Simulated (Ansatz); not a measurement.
Geometry optimisation, Ansatz 0.2.0, UKS PBE/def2-SVP.

Input file:

```yaml
crystal:
  periodic: [false, false, false]
  atoms:
    - { symbol: Ta, position_ang: [0.0, 0.0, 0.0] }
    - { symbol: Cl, position_ang: [2.72, 0.0, 0.0] }
    - { symbol: F, position_ang: [0.0, 0.0, 1.93] }
    - { symbol: F, position_ang: [0.0, 0.0, -1.93] }
    - { symbol: O, position_ang: [-1.01, 1.7493, 0.0] }
    - { symbol: H, position_ang: [-1.4859, 1.8638, 0.8834] }
    - { symbol: F, position_ang: [-0.965, -1.6714, 0.0] }
    - { symbol: O, position_ang: [4.61, 0.0, 0.0] }
    - { symbol: H, position_ang: [4.9471, -0.9152, 0.2625] }
magnetization:
  spin_polarized: true
  initial_magnetization: 1
basis:
  gaussian: { orbitals: def2-SVP }
hamiltonian:
  xc: pbe
relax:
  f_tol: 0.15
  max_steps: 25
  restrain:
    - { distance: [1, 7], at: 1.59, k: 30.0 }
    - { distance: [0, 1], at: 3.67, k: 30.0 }
```

Launched with:

```bash
$ ansatz run input.yaml --threads 4 --pin off --max-ram 5120MiB --backend cpu --events-out ev --progress --plain --runs-dir out
```

**Question.** Where does it end, and by what steps?

**Answer.** The forces met the threshold. The restraints hold the end off the free minimum; the threshold counts their pulls, which the force column leaves out. Restrained pairs: Cl2–O8 (1.89 → 1.65 Å), Ta1–Cl2 (2.72 → 3.67 Å). After 11 steps the energy has risen by 0.183 eV (the restraints' own energy left out); H6 moved furthest, 0.74 Å.

```csv
step,energy less start (eV),largest force component (eV/Å),accepted
0,0.0000,3.004,yes
1,0.2785,1.794,yes
2,0.7293,4.503,yes
3,0.3226,1.886,yes
4,0.2981,1.983,yes
5,0.2667,2.048,yes
6,0.2246,1.905,yes
7,0.2291,2.053,yes
8,0.2108,1.755,yes
9,0.1683,1.512,yes
10,0.1693,1.540,yes
11,0.1826,1.729,yes
```

```xyz
9
Properties=species:S:1:pos:R:3
Ta -0.431 0.010 0.038
Cl 3.201 0.016 0.557
F 0.414 -0.138 1.732
F -0.007 0.125 -1.799
O -1.173 1.730 0.272
H -1.964 2.256 0.479
F -0.882 -1.825 -0.030
O 4.625 -0.179 -0.262
H 5.033 -0.970 0.158
```

The run took 41 s on 4 threads of Arm Neoverse V1, on a shared host, peak memory 0.24 GiB.
